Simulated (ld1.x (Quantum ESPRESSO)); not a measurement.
cobalt (Co): variants of one TM semilocal potential

Base potential:

ld1.x (Quantum ESPRESSO) 7.5 input, shortened:

```
&input
   title='Co', zed=27., rel=0, dft='PBE', iswitch=3,
   config='[Ar] 3d7 4s1.75 4p0.25'
 /
 &inputp
   pseudotype=1, tm=.true., lloc=1,
   nlcc=.true., new_core_ps=.true., rcore=0.40
 /
3
4S  1  0   1.75   0.00  2.25  2.25  0.0
3D  3  2   7.00   0.00  0.85  0.85  0.0
4P  2  1   0.25   0.00  2.90  2.90  0.0
 &test
   configts(1)='3d7 4s1.75 4p0.25'
 /
```

Cutoffs, loose and tight: the cutoffs (Ry, on a coarse ladder) from which the occupation-weighted sum of valence levels, in a spherical-Bessel basis at the reference potential, stays within 10 and 1 mRy of its value at 400 Ry. They do not see the model core or the augmentation charge, which bear on the density cutoff. Test errors are all-electron minus pseudo excitation energies from the reference, over the configurations 3d7 4s2 4p0; 3d7 4s1 4p0; 3d7 4s0 4p0; 3d7.5 4s1.5 4p0; 3d7 4s1 4p1; 3d6 4s2 4p0; 3d6 4s0 4p0. A dash means not determined; rows that change the core or the reference have their own tests.

A semilocal file is local in each channel, so a ghost entry of none says nothing of the separable form that plane-wave codes build from it.

```tsv
change	outcome	cutoff, loose	cutoff, tight	bound ghosts	largest test error (meV)
base	generated	260 Ry	300 Ry	none	-203
wave 4s (bound): rc 2.25 bohr becomes 4s (bound): rc 1.52 bohr	generated	260 Ry	300 Ry	none	-211
wave 4s (bound): rc 2.25 bohr becomes 4s (bound): rc 1.84 bohr	generated	260 Ry	300 Ry	none	-188
wave 4s (bound): rc 2.25 bohr becomes 4s (bound): rc 2.24 bohr	generated	260 Ry	300 Ry	none	-203
wave 4s (bound): rc 2.25 bohr becomes 4s (bound): rc 2.52 bohr	generated	260 Ry	300 Ry	none	-190
wave 4s (bound): rc 2.25 bohr becomes 4s (bound): rc 3.26 bohr	generated	260 Ry	300 Ry	none	-508
```

(1) What comes out with this change to the base: wave 4s (bound): rc 2.25 bohr becomes 4s (bound): rc 3.06 bohr?

Answers

(1) outcome: generated; cutoff, loose: 260 Ry; cutoff, tight: 300 Ry; bound ghosts: none; largest test error (meV): -417.

Reading the sweep of the s radius (base included, trends over the rows without a ghost): The loose cutoff stays near 260 Ry. The median size of the test errors (rows with all tests solved) is not monotonic: lowest 4.5 meV at 3.06 bohr, highest 34.1 meV at 2.24 bohr.
